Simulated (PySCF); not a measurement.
# Deuteron quadrupole couplings in `CC(=O)CP([SiH3])C[SiH3]`

Species: C₄H₁₃OPSi₂.
Geometry (GFN2-xTB, Å), atoms numbered from 1 in this order:
```xyz
21
C4H13OPSi2 angstrom
C     -3.4063    0.8460    0.0560
C     -2.1714    0.1752    0.5873
O     -1.9257    0.1072    1.7716
C     -1.2205   -0.3605   -0.4304
P      0.3985    0.5862   -0.2028
Si     0.7385   -0.0123    1.9463
C      1.5074   -0.6222   -1.0728
Si     3.2827    0.0422   -1.2554
H     -3.9715    0.1515   -0.5627
H     -3.1036    1.6849   -0.5690
H     -4.0272    1.2036    0.8733
H     -1.0137   -1.4162   -0.2360
H     -1.5851   -0.2355   -1.4518
H      0.3004   -1.3761    2.2408
H      2.2069   -0.0115    2.0733
H      0.2153    1.0295    2.8152
H      1.0867   -0.7712   -2.0709
H      1.4943   -1.5860   -0.5596
H      3.9130    0.2049    0.0532
H      3.2426    1.3212   -1.9631
H      4.0297   -0.9440   -2.0431
```

Level: PBE0/pcSseg-1 (PySCF, non-relativistic); Q(2H) = 0.00286 b; rigid geometry, the same for H and D, with no vibrational averaging.

Question: Rank these positions by the coupling χzz of a deuteron there, largest first.
A. H17 (methylene hydrogen)
B. H19 (Si–H hydrogen)
C. H12 (methylene hydrogen)
D. H15 (Si–H hydrogen)
E. H16 (Si–H hydrogen)

Answer: A (209 kHz), C (204 kHz), E (115 kHz), B (110 kHz), D (104 kHz).

Give the electric field gradient Vzz (the principal value of largest size), its asymmetry and the 2H coupling at each hydrogen.

```json
{"atom": "H9", "bonded to": "C1", "bond length (Å)": "1.088", "Vzz (au)": "0.3126", "η": "0.03", "χzz (kHz)": "210"}
{"atom": "H10", "bonded to": "C1", "bond length (Å)": "1.089", "Vzz (au)": "0.3100", "η": "0.03", "χzz (kHz)": "208"}
{"atom": "H11", "bonded to": "C1", "bond length (Å)": "1.087", "Vzz (au)": "0.3121", "η": "0.01", "χzz (kHz)": "210"}
{"atom": "H12", "bonded to": "C4", "bond length (Å)": "1.093", "Vzz (au)": "0.3032", "η": "0.02", "χzz (kHz)": "204"}
{"atom": "H13", "bonded to": "C4", "bond length (Å)": "1.092", "Vzz (au)": "0.3050", "η": "0.04", "χzz (kHz)": "205"}
{"atom": "H14", "bonded to": "Si6", "bond length (Å)": "1.462", "Vzz (au)": "0.1663", "η": "0.04", "χzz (kHz)": "112"}
{"atom": "H15", "bonded to": "Si6", "bond length (Å)": "1.474", "Vzz (au)": "0.1554", "η": "0.02", "χzz (kHz)": "104"}
{"atom": "H16", "bonded to": "Si6", "bond length (Å)": "1.454", "Vzz (au)": "0.1711", "η": "0.04", "χzz (kHz)": "115"}
{"atom": "H17", "bonded to": "C7", "bond length (Å)": "1.093", "Vzz (au)": "0.3105", "η": "0.02", "χzz (kHz)": "209"}
{"atom": "H18", "bonded to": "C7", "bond length (Å)": "1.092", "Vzz (au)": "0.3119", "η": "0.02", "χzz (kHz)": "210"}
{"atom": "H19", "bonded to": "Si8", "bond length (Å)": "1.462", "Vzz (au)": "0.1632", "η": "0.02", "χzz (kHz)": "110"}
{"atom": "H20", "bonded to": "Si8", "bond length (Å)": "1.462", "Vzz (au)": "0.1636", "η": "0.01", "χzz (kHz)": "110"}
{"atom": "H21", "bonded to": "Si8", "bond length (Å)": "1.467", "Vzz (au)": "0.1608", "η": "0.01", "χzz (kHz)": "108"}
```

Average by the element that carries the hydrogen.

on C: 208 kHz over 7 positions, mean bond length 1.091 Å; on Si: 110 kHz over 6 positions, mean bond length 1.463 Å.

A static deuteron (I = 1) shows a doublet split by (3/2)χ, (3/4)χ(1 + η) and (3/4)χ(1 − η) with the field along z, y and x of the gradient. What are these for H18?

With |χ| = 209.6 kHz and η = 0.019: 314, 160 and 154 kHz, to first order and without motion.

One conformer (not necessarily the lowest) at the GFN2-xTB geometry, without solvent, vibrations or thermal averaging. GFN2-xTB bond lengths can be off by several hundredths of an ångström, more for odd bonds, and the gradients follow them. The basis is small and wasn't made for field gradients, so the couplings can be 20 % off.

The run behind these numbers computed NMR shieldings as well. On one thread, Arm Neoverse V1 (aarch64), on a shared host, this took 57 s of wall time (with the writing of density and orbital grids) and 1.1 GiB of memory at its peak.
